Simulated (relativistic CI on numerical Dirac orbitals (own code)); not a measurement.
# Sensitivity of the levels of Re39+ to α and to the nuclear radius

These numbers are calculated, not measured: Dirac-Coulomb-Breit CI, KLI orbitals optimised for each configuration, derivatives by finite differences, unscaled Slater integrals, QED left out (own radial code, finite nucleus).

Configuration list (outside the closed core [Ar] 3d10): 4s2 4p6, 4s2 4p5 4d, 4s 4p6 4d, 4s2 4p5 4f, 4s 4p6 4f, 4p6 4d2, 4p5 4d3, 4p5 4d2 4f. Double excitations out of closed p, d and f shells are left out; levels of such configurations are missing from the list, as are those of other unlisted configurations, and high levels can miss mixing partners.

With x = (α/α₀)² − 1 an excitation energy changes as ω = ω₀ + qx; K = 2q/ω₀ is the relative enhancement. Terms are leading LS components, so labels can repeat. The field-shift factor is F = δν/δ⟨r²⟩ for the transition from the lowest level.

Lowest level 4s2 4p6 1S_0.

```
           Level  ω₀ (cm⁻¹)   q (cm⁻¹)       K  F (GHz/fm²)
4s2 4p5 4d 3P°_0    1228184      51980  0.0847         10.9
4s2 4p5 4d 3P°_1    1266757      64550   0.102         11.2
4s2 4p5 4d 3F°_3    1291175      54170  0.0839         9.69
4s2 4p5 4d 3D°_2    1303219      55400   0.085         10.8
4s2 4p5 4d 3F°_4    1427538     223400   0.313         13.7
4s2 4p5 4d 1D°_2    1448888     224900   0.311         15.3
4s2 4p5 4d 3D°_3    1494933     222900   0.298         16.1
4s2 4p5 4d 3D°_1    1628476     267700   0.329         6.43
4s2 4p5 4d 3F°_2    2070929  1.022e+06   0.987         -137
4s2 4p5 4d 3P°_2    2244749  1.192e+06    1.06         -130
4s2 4p5 4d 1P°_1    2258575     977800   0.866         -125
4s2 4p5 4d 3F°_3    2265284  1.194e+06    1.05         -132
 4s2 4p5 4f 3D_1    2876359     614300   0.427         -939
```

At this charge energies of transitions that change n are usually good to better than 1 %, and those within a shell (Δn = 0) to a few per cent.
